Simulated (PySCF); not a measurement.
## Atomic charges by several schemes

Species: C₅H₁₁ClOSi₂.
Cartesian coordinates in Å at the GFN2-xTB level; atoms count from 1:
```xyz
20
C5H11ClOSi2 angstrom
C     -1.961   -0.129    1.568
C     -1.112    0.157    0.366
Si    -1.563    1.707   -0.634
C     -0.034   -0.593    0.053
C      0.418   -1.723    0.852
O      1.555   -2.143    0.795
C      0.901   -0.309   -1.075
Si     2.713   -0.148   -0.464
Cl     2.698    0.658    1.389
H     -1.489    0.291    2.457
H     -2.940    0.334    1.465
H     -2.102   -1.194    1.737
H     -2.762    2.288   -0.027
H     -1.863    1.321   -2.016
H     -0.471    2.679   -0.585
H     -0.308   -2.198    1.529
H      0.865   -1.142   -1.779
H      0.598    0.585   -1.614
H      3.552   -1.330   -0.548
H      3.301    0.899   -1.315
```

Density: PBE0/pcSseg-1 (PySCF); schemes: Mulliken, IAO, Hirshfeld and ESP-fitted. One conformer (not necessarily the lowest) at the GFN2-xTB geometry, without solvent, vibrations or thermal averaging.

**Question.** For which atoms does the sign change between the 4 schemes (beyond +0.03 e in one, beyond −0.03 e in another)?

**Answer.** C2.

**Question.** Do the Mulliken, IAO, Hirshfeld and ESP-fitted schemes agree on where the charge is highest?

**Answer.** The schemes don't all agree: Mulliken Si8 (+0.722); IAO Si8 (+0.814); Hirshfeld Si8 (+0.326); ESP-fitted C5 (+0.634).

**Question.** Do the Mulliken, IAO, Hirshfeld and ESP-fitted schemes agree on where the charge is lowest?

**Answer.** The schemes don't all agree: Mulliken C2 (-0.443); IAO C7 (-0.546); Hirshfeld O6 (-0.182); ESP-fitted C1 (-0.599).

**Question.** What partial charge does each atom carry?

**Answer.** In e:

```json
{"atom": "C1", "environment": "allylic carbon", "Mulliken": "-0.194", "IAO": "-0.425", "Hirshfeld": "-0.117", "ESP-fitted": "-0.599"}
{"atom": "C2", "environment": "fully substituted alkene carbon", "Mulliken": "-0.443", "IAO": "-0.216", "Hirshfeld": "-0.053", "ESP-fitted": "+0.182"}
{"atom": "Si3", "environment": "SiH3 silicon", "Mulliken": "+0.520", "IAO": "+0.581", "Hirshfeld": "+0.316", "ESP-fitted": "+0.341"}
{"atom": "C4", "environment": "fully substituted alkene carbon", "Mulliken": "-0.311", "IAO": "-0.041", "Hirshfeld": "-0.018", "ESP-fitted": "-0.425"}
{"atom": "C5", "environment": "aldehyde carbon", "Mulliken": "+0.381", "IAO": "+0.244", "Hirshfeld": "+0.123", "ESP-fitted": "+0.634"}
{"atom": "O6", "environment": "aldehyde oxygen", "Mulliken": "-0.389", "IAO": "-0.394", "Hirshfeld": "-0.182", "ESP-fitted": "-0.481"}
{"atom": "C7", "environment": "sp3 carbon bound to silicon", "Mulliken": "-0.424", "IAO": "-0.546", "Hirshfeld": "-0.162", "ESP-fitted": "-0.156"}
{"atom": "Si8", "environment": "chlorine-bound silicon", "Mulliken": "+0.722", "IAO": "+0.814", "Hirshfeld": "+0.326", "ESP-fitted": "+0.378"}
{"atom": "Cl9", "environment": "silicon-bound chlorine", "Mulliken": "-0.340", "IAO": "-0.324", "Hirshfeld": "-0.135", "ESP-fitted": "-0.194"}
{"atom": "H10", "environment": "methyl hydrogen", "Mulliken": "+0.152", "IAO": "+0.167", "Hirshfeld": "+0.054", "ESP-fitted": "+0.190"}
{"atom": "H11", "environment": "methyl hydrogen", "Mulliken": "+0.127", "IAO": "+0.151", "Hirshfeld": "+0.046", "ESP-fitted": "+0.166"}
{"atom": "H12", "environment": "methyl hydrogen", "Mulliken": "+0.137", "IAO": "+0.149", "Hirshfeld": "+0.048", "ESP-fitted": "+0.180"}
{"atom": "H13", "environment": "Si–H hydrogen", "Mulliken": "-0.088", "IAO": "-0.112", "Hirshfeld": "-0.072", "ESP-fitted": "-0.085"}
{"atom": "H14", "environment": "Si–H hydrogen", "Mulliken": "-0.061", "IAO": "-0.108", "Hirshfeld": "-0.071", "ESP-fitted": "-0.092"}
{"atom": "H15", "environment": "Si–H hydrogen", "Mulliken": "-0.050", "IAO": "-0.104", "Hirshfeld": "-0.067", "ESP-fitted": "-0.067"}
{"atom": "H16", "environment": "formyl hydrogen", "Mulliken": "+0.084", "IAO": "+0.115", "Hirshfeld": "+0.049", "ESP-fitted": "-0.021"}
{"atom": "H17", "environment": "methylene hydrogen", "Mulliken": "+0.168", "IAO": "+0.166", "Hirshfeld": "+0.047", "ESP-fitted": "+0.128"}
{"atom": "H18", "environment": "methylene hydrogen", "Mulliken": "+0.155", "IAO": "+0.149", "Hirshfeld": "+0.041", "ESP-fitted": "+0.076"}
{"atom": "H19", "environment": "Si–H hydrogen", "Mulliken": "-0.050", "IAO": "-0.113", "Hirshfeld": "-0.075", "ESP-fitted": "-0.031"}
{"atom": "H20", "environment": "Si–H hydrogen", "Mulliken": "-0.097", "IAO": "-0.152", "Hirshfeld": "-0.097", "ESP-fitted": "-0.125"}
```

Mean size of the charges over all atoms: IAO 0.254 e, Mulliken 0.245 e, ESP-fitted 0.228 e, Hirshfeld 0.105 e. Each set sums to the total charge, 0, to within 0.001 e. The Hirshfeld scheme divides the density at each point in proportion to the densities of the neutral, spherically averaged free atoms. The Mulliken scheme counts on each atom the diagonal of the density matrix times the overlap matrix over that atom's basis functions.

**Question.** How closely do the schemes follow one another over all atoms?

**Answer.** Correlation coefficient and root-mean-square difference: IAO with Hirshfeld 0.97, 0.193 e; Mulliken with IAO 0.94, 0.109 e; Mulliken with Hirshfeld 0.92, 0.189 e; IAO with ESP-fitted 0.75, 0.218 e; Hirshfeld with ESP-fitted 0.75, 0.210 e; Mulliken with ESP-fitted 0.74, 0.213 e.

**Question.** How many electrons does the ESP-fitted scheme count on Cl9?

**Answer.** Z − q = 17 − (-0.194) = 17.194.

**Question.** Sum the charges by element, for elements with more than one atom.

**Answer.** 
| element | atoms | Mulliken | IAO | Hirshfeld | ESP-fitted |
| --- | --- | --- | --- | --- | --- |
| C | 5 | -0.991 | -0.984 | -0.227 | -0.363 |
| Si | 2 | +1.242 | +1.395 | +0.641 | +0.719 |
| H | 11 | +0.478 | +0.307 | -0.096 | +0.319 |
